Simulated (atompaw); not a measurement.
## PBE PAW (atompaw) dataset for holmium, scalar-relativistic all-electron reference.

```
Element                 : holmium (Ho)
Generator               : atompaw 4.2.0.5
Type                    : PAW
Functional              : PBE
Relativity              : scalar-relativistic
Frozen core             : [Kr] 4d10
Valence charge          : 21
Reference configuration : 4f11 5s2 5p6 5d0 6s1.75 6p0.25
Partial waves           : 5s (bound): rc 1.55 bohr; 6s (bound): rc 3.00 bohr; 5p (bound): rc 2.65 bohr; 6p (bound): rc 3.00 bohr; 5d (bound, empty): rc 3.00 bohr; 5d channel at 0.8 Ry: rc 3.00 bohr; 4f (bound): rc 0.85 bohr; 4f channel at 0.5 Ry: rc 0.85 bohr
Local potential         : vpsmatchnc scheme with l = 4 at 0.5 Ry, radius 2.25 bohr
Core correction         : smooth core density matched at 1.75 bohr
Augmentation charge     : besselshape compensation charge, radius 2.25 bohr; PAW radius 3.00 bohr; waves and projectors: custom polynom gramschmidtortho
```

All-electron outer shells of the reference configuration (PBE, scalar-relativistic, ld1.x):

```
shell  level (eV)  outermost node (bohr)  outermost maximum (bohr)
   4p     -303.37                   0.27                      0.51
   4d     -159.53                   0.25                      0.53
   5s      -50.77                   0.61                      1.14
   5p      -26.26                   0.66                      1.29
   6s       -4.01                   1.54                      3.39
   4f       -3.53                      –                      0.53
   6p       -1.33                   1.89                      4.75
   5d       -1.32                   0.75                      2.08
```

Q: Does the generator finish with these settings?

A: Yes, a potential is produced.

Q: Estimate the cutoffs (Ry, on a coarse ladder) from which the occupation-weighted sum of valence levels, in a spherical-Bessel basis at the reference potential, stays within 10 and 1 mRy of its value at 400 Ry.

A: 300 Ry and over 300 Ry.

Q: What does a ghost test show?

A: No extra level below or beside the all-electron valence levels (s, p, d, f tested).

Q: Is the overlap operator S = 1 + Σ q|β⟩⟨β| positive definite (Bessel basis up to 400 Ry)?

A: Yes: its lowest eigenvalue is 0.48 (s channel).

Q: Which valence shell sets the plane-wave cutoff?

A: 4f: its level needs 300 Ry to come within 1 mRy, against 25 Ry for 5s.
